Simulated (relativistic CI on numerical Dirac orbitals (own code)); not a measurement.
Energy levels of Mo⁴⁺

Method of calculation: Dirac-Coulomb-Breit CI, orbitals from a KLI potential per configuration, model QED (radiative potential, 1s self-energy scaled to tabulated hydrogen-like ionisation energies), valence Slater integrals scaled by 0.85, P86 correlation energy added to each configuration (own radial code, finite nucleus).

Configuration list (outside the closed core [Ar] 3d10): 4s2.4p6.4d2, 4s2.4p6.4d.5s, 4s2.4p6.4d.4f, 4s2.4p6.4d.5p, 4s2.4p5.4d3, 4s2.4p6.5s2, 4s2.4p6.4f2, 4s2.4p6.4d.5d, 4s2.4p6.4d.6s, 4s2.4p6.5s.5p, 4s2.4p6.4d.6p, 4s2.4p6.4d.5f, 4s2.4p6.4d.6d, 4s2.4p6.4d.7s, 4s2.4p6.4d.5g, 4s2.4p6.5p2, 4s2.4p6.4d.7p, 4s2.4p6.4d.6f, 4s2.4p5.4d2.4f, 4s2.4p6.5s.5d, 4s.4p6.4d3, 4s2.4p6.4f.5s, 4s2.4p6.5p.5d, 4s2.4p6.4f.5p, 4s2.4p5.4d2.5s, 4s2.4p5.4d2.5p. Double excitations out of closed p, d and f shells are left out; levels of such configurations are missing from the list, as are those of other unlisted configurations, and high levels can miss mixing partners. These lack a partner that the ground configuration has and come out too high: 4s2.4p5.4d2.4f, 4s2.4p5.4d2.5s, 4s2.4p5.4d2.5p.

The lowest level is 4s2.4p6.4d2 3F_2, with 98 % of that term; Hund's rules for 4s2.4p6.4d2 give 3F with J = 2, in agreement.

| No. | Configuration | Term | J | E (cm⁻¹) | % | Lifetime (s) | jj configuration (%) |
| --- | --- | --- | --- | --- | --- | --- | --- |
| 1 | 4s2.4p6.4d2 | 3F | 2 | 0.0 | 98 |  | 4d3/2^2 (77) |
| 2 | 4s2.4p6.4d2 | 3F | 3 | 1474.7 | 99 | 1.23e+01 | 4d3/2 4d5/2 (99) |
| 3 | 4s2.4p6.4d2 | 3F | 4 | 3158.9 | 99 | 1.04e+01 | 4d5/2^2 (74) |
| 4 | 4s2.4p6.4d2 | 1D | 2 | 10396.5 | 74 | 1.58e+00 | 4d3/2 4d5/2 (68) |
| 5 | 4s2.4p6.4d2 | 3P | 0 | 11183.6 | 99 | 1.65e+01 | 4d3/2^2 (67) |
| 6 | 4s2.4p6.4d2 | 3P | 1 | 11779.1 | 99 | 1.35e+01 | 4d3/2 4d5/2 (99) |
| 7 | 4s2.4p6.4d2 | 3P | 2 | 13342.5 | 76 | 2.18e+00 | 4d5/2^2 (86) |
| 8 | 4s2.4p6.4d2 | 1G | 4 | 16119.5 | 99 | 1.62e+00 | 4d3/2 4d5/2 (74) |
| 9 | 4s2.4p6.4d2 | 1S | 0 | 39309.4 | 98 | 4.52e-02 | 4d5/2^2 (67) |
| 10 | 4s2.4p6.4d.5s | 3D | 1 | 98257.9 | 99 | 1.53e-04 | 4d3/2 5s (99) |
| 11 | 4s2.4p6.4d.5s | 3D | 2 | 98961.1 | 95 | 1.51e-04 | 4d3/2 5s (77) |
| 12 | 4s2.4p6.4d.5s | 3D | 3 | 100595.6 | 99 | 1.49e-04 | 4d5/2 5s (99) |
| 13 | 4s2.4p6.4d.5s | 1D | 2 | 105079.9 | 95 | 1.32e-04 | 4d5/2 5s (77) |
| 14 | 4s2.4p6.4d.5p | 1D° | 2 | 154141.3 | 60 | 2.99e-10 | 4d3/2 5p1/2 (82) |
| 15 | 4s2.4p6.4d.5p | 3D° | 1 | 155673.5 | 94 | 1.62e-10 | 4d3/2 5p1/2 (71) |
| 16 | 4s2.4p6.4d.5p | 3D° | 2 | 157117.1 | 71 | 1.83e-10 | 4d5/2 5p1/2 (71) |
| 17 | 4s2.4p6.4d.5p | 3F° | 3 | 158099.8 | 49 | 2.24e-10 | 4d5/2 5p1/2 (78) |
| 18 | 4s2.4p6.4d.5p | 3F° | 2 | 158131.5 | 57 | 2.63e-10 | 4d3/2 5p3/2 (79) |
| 19 | 4s2.4p6.4d.5p | 3F° | 3 | 159779.4 | 50 | 2.17e-10 | 4d3/2 5p3/2 (59) |
| 20 | 4s2.4p6.4d.5p | 3F° | 4 | 161984.5 | 100 | 3.58e-10 | 4d5/2 5p3/2 (100) |
| 21 | 4s2.4p6.4d.5p | 3P° | 1 | 163543.1 | 86 | 2.09e-10 | 4d3/2 5p3/2 (76) |
| 22 | 4s2.4p6.4d.5p | 3P° | 0 | 163978.4 | 99 | 2.09e-10 | 4d3/2 5p3/2 (99) |
| 23 | 4s2.4p6.4d.5p | 3P° | 2 | 164691.2 | 94 | 2.12e-10 | 4d5/2 5p3/2 (65) |
| 24 | 4s2.4p6.4d.5p | 1F° | 3 | 166493.2 | 95 | 1.37e-10 | 4d5/2 5p3/2 (43) |
| 25 | 4s2.4p6.4d.5p | 1P° | 1 | 169006.2 | 85 | 2.19e-10 | 4d5/2 5p3/2 (89) |
| 26 | 4s2.4p6.5s2 | 1S | 0 | 210788.3 | 96 | 2.02e-08 | closed (96) |
| 27 | 4s2.4p6.4d.5d | 1F | 3 | 237934.7 | 81 | 3.19e-10 | 4d3/2 5d3/2 (46) |
| 28 | 4s2.4p6.4d.5d | 3D | 1 | 238538.7 | 82 | 3.11e-10 | 4d3/2 5d3/2 (89) |
| 29 | 4s2.4p6.4d.5d | 3D | 2 | 239548.8 | 97 | 3.18e-10 | 4d3/2 5d5/2 (63) |
| 30 | 4s2.4p6.4d.5d | 3G | 3 | 239883.0 | 83 | 3.09e-10 | 4d3/2 5d3/2 (49) |
| 31 | 4s2.4p6.4d.5d | 3G | 4 | 240869.9 | 97 | 3.14e-10 | 4d3/2 5d5/2 (63) |
| 32 | 4s2.4p6.4d.5d | 3D | 3 | 240874.7 | 79 | 3.27e-10 | 4d5/2 5d5/2 (92) |
| 33 | 4s2.4p6.4d.5d | 1P | 1 | 241312.4 | 75 | 3.38e-10 | 4d5/2 5d5/2 (45) |
| 34 | 4s2.4p6.4d.5d | 3G | 5 | 242503.0 | 100 | 3.22e-10 | 4d5/2 5d5/2 (100) |
| 35 | 4s2.4p6.4d.5d | 3F | 2 | 243168.8 | 93 | 2.64e-10 | 4d3/2 5d3/2 (85) |
| 36 | 4s2.4p6.4d.5d | 3F | 3 | 244417.2 | 96 | 2.69e-10 | 4d5/2 5d3/2 (67) |
| 37 | 4s2.4p6.4d.5d | 3S | 1 | 244473.2 | 89 | 3.14e-10 | 4d5/2 5d5/2 (53) |
| 38 | 4s2.4p6.4d.5d | 3F | 4 | 245431.3 | 96 | 2.76e-10 | 4d5/2 5d5/2 (67) |
| 39 | 4s2.4p6.4d.5d | 1D | 2 | 247271.6 | 72 | 2.81e-10 | 4d5/2 5d3/2 (46) |
| 40 | 4s2.4p6.4d.5d | 3P | 0 | 247537.3 | 96 | 2.98e-10 | 4d3/2 5d3/2 (76) |
| 41 | 4s2.4p6.4d.5d | 3P | 1 | 248294.8 | 95 | 2.96e-10 | 4d5/2 5d3/2 (67) |
| 42 | 4s2.4p6.4d.5d | 3P | 2 | 249232.2 | 77 | 2.99e-10 | 4d5/2 5d5/2 (86) |
| 43 | 4s2.4p6.4d.5d | 1G | 4 | 249441.2 | 96 | 3.01e-10 | 4d5/2 5d3/2 (41) |
| 44 | 4s2.4p6.4d.4f | 1G° | 4 | 249838.0 | 87 | 3.24e-10 | 4d3/2 4f7/2 (37) |
| 45 | 4s2.4p6.4d.4f | 3F° | 2 | 251780.2 | 86 | 1.54e-10 | 4d3/2 4f5/2 (79) |

Energies count from the lowest computed level; ° marks odd parity; lifetimes are radiative, by E1, M1, E2 decay to levels of this space only. Filled j subshells are mostly left out of the jj labels.

The mean weight of the leading LS term, summed over parents, in these 45 levels is 88 %, and that of the leading jj configuration (from the same eigenvectors) 74 %, so LS coupling describes them better.

At this charge configurations can still be misplaced by up to about 7 % of their energy. 53 of the 55 excited levels that our extract of the measured tables holds in this range could be paired (the sources list more); they are missed by 6738 cm⁻¹ on average and 13018 at most, and levels without a partner can miss by more.

Landé's interval rule says that E(J) − E(J−1) = AJ with one A. For the ground term the intervals give A = 491.6, 421.1 cm⁻¹ for J = 3, 4; the multiplet is regular.

LS names give the leading component of a level, which can be under half, so a name can repeat, a term be missing and a line seem to break the LS rules.
